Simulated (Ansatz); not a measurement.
Cost and result for the atomization energy of `F[Si](F)(Cl)[S][GeH2][Cl]` (9 atoms, 8 bonds).

```csv
atom,x (Å),y (Å),z (Å)
F1,-1.069,0.895,-1.318
Si2,0.118,1.537,-0.496
F3,0.856,2.561,-1.439
Cl4,-0.679,2.569,1.040
S5,1.509,0.078,0.077
Ge6,0.143,-1.662,0.350
Cl7,-1.307,-1.225,1.869
H8,-0.621,-1.969,-0.936
H9,1.051,-2.785,0.853
```

The species carries charge 0 and has multiplicity 1. Correlated methods include outer-core shells of Ge, which these sets cover unevenly. Scalar relativity is left out up to krypton. The structure was optimised at the PBE0-D4/def2-TZVP level. It is one conformer, not always the lowest. Program: Ansatz. All runs use 2 threads of an AMD EPYC 7R13 on a shared host and a share of an NVIDIA H100 80 GB. Times are those of one run each, without the atoms' runs, and a repeat can differ threefold. Electronic energies, without spin–orbit coupling; frozen cores. CCSD(T)/CBS adds CCSD(T) − MP2 in def2-TZVPP to the MP2 limit, and its time is that of the two runs behind it. T1 = 0.011. With those shells the extrapolation isn't a true limit. B3LYP takes the VWN-RPA correlation (the form of Gaussian; ORCA's B3LYP/G).

CCSD(T)/CBS is a level of theory with its own doubt, some kJ/mol a heavy atom from the limit and from the frozen cores, so smaller differences don't rank the functionals.

```tsv
level	functions	wall time	atomization (kJ/mol)	difference from CCSD(T)/CBS	per bond
PBE0-D4/def2-TZVPP	306	2 s	3116.1	-40.3	-5.0
B3LYP-D4/def2-TZVPP (with forces)	306	2.3 s	3082.9	-73.5	-9.2
r2SCAN-D4/def2-TZVPP (with forces)	306	2.6 s	3166.5	10.1	1.3
PBE-D4/def2-TZVPP (with forces)	306	2.7 s	3173.1	16.7	2.1
B2PLYP/def2-TZVPP	306	2.8 s	3067.6	-88.8	-11.1
ωB97X-V/def2-TZVPP	306	3.2 s	3163.6	7.2	0.9
ωB97M-V/def2-TZVPP (with forces)	306	3.4 s	3146.8	-9.6	-1.2
MP2/def2-QZVPP	543	5.5 s	3237.4	81.0	10.1
CCSD(T)/def2-TZVPP	306	9 s	3051.4	-105.0	-13.1
CCSD(T)/CBS(def2)	–	15 s	3156.4	0.0	0.0
```

In def2-TZVPP, CCSD(T) changes the Hartree–Fock value by +773.7 kJ/mol (the triples alone add +64.4 kJ/mol) and MP2 by +896.8 kJ/mol; breaking electron pairs costs correlation energy, which Hartree–Fock lacks. From PBE to PBE0 (25 % exact exchange), in def2-TZVPP and without D4, the atomization energy moves by −51.8 kJ/mol: exact exchange takes away binding that semilocal exchange gives to molecules. The D4 term adds +63.9 kJ/mol with B3LYP and +33.8 kJ/mol with PBE0; it sums over pairs of atoms, weighted by their polarisabilities, and B3LYP, whose exchange is more repulsive, gets the larger term.
